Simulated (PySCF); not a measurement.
# Radial density of Co²⁺ (cobalt, charge +2)

B3LYP, [Ar] 3d7, high-spin 4F determinant. Calculation: PySCF 2.14, in cc-pVTZ-DK (7s6p4d2f1g, 68 functions); the spin-free X2C one-electron Hamiltonian (Gaussian nucleus).

```json
{"r (bohr)": "0.000997", "4πr²ρ (e/bohr)": "0.2423", "4πr²(ρα − ρβ)": "0.0000"}
{"r (bohr)": "0.00168", "4πr²ρ (e/bohr)": "0.6090", "4πr²(ρα − ρβ)": "0.0000"}
{"r (bohr)": "0.00282", "4πr²ρ (e/bohr)": "1.498", "4πr²(ρα − ρβ)": "0.0000"}
{"r (bohr)": "0.00474", "4πr²ρ (e/bohr)": "3.557", "4πr²(ρα − ρβ)": "0.0001"}
{"r (bohr)": "0.00798", "4πr²ρ (e/bohr)": "7.947", "4πr²(ρα − ρβ)": "0.0001"}
{"r (bohr)": "0.0134", "4πr²ρ (e/bohr)": "15.95", "4πr²(ρα − ρβ)": "0.0002"}
{"r (bohr)": "0.0226", "4πr²ρ (e/bohr)": "26.57", "4πr²(ρα − ρβ)": "0.0005"}
{"r (bohr)": "0.0380", "4πr²ρ (e/bohr)": "32.71", "4πr²(ρα − ρβ)": "0.0011"}
{"r (bohr)": "0.0639", "4πr²ρ (e/bohr)": "27.81", "4πr²(ρα − ρβ)": "0.0051"}
{"r (bohr)": "0.107", "4πr²ρ (e/bohr)": "27.52", "4πr²(ρα − ρβ)": "0.0354"}
{"r (bohr)": "0.181", "4πr²ρ (e/bohr)": "36.69", "4πr²(ρα − ρβ)": "0.2323"}
{"r (bohr)": "0.304", "4πr²ρ (e/bohr)": "21.09", "4πr²(ρα − ρβ)": "1.0923"}
{"r (bohr)": "0.511", "4πr²ρ (e/bohr)": "16.20", "4πr²(ρα − ρβ)": "2.6614"}
{"r (bohr)": "0.860", "4πr²ρ (e/bohr)": "15.47", "4πr²(ρα − ρβ)": "2.6333"}
{"r (bohr)": "1.45", "4πr²ρ (e/bohr)": "3.844", "4πr²(ρα − ρβ)": "0.9930"}
{"r (bohr)": "2.43", "4πr²ρ (e/bohr)": "0.3930", "4πr²(ρα − ρβ)": "0.1271"}
{"r (bohr)": "4.09", "4πr²ρ (e/bohr)": "0.007100", "4πr²(ρα − ρβ)": "0.0014"}
{"r (bohr)": "6.88", "4πr²ρ (e/bohr)": "2.893e-05", "4πr²(ρα − ρβ)": "0.0000"}
```

Densities and radii are taken from the X2C orbitals without a picture-change correction, which distorts them close to the nucleus.
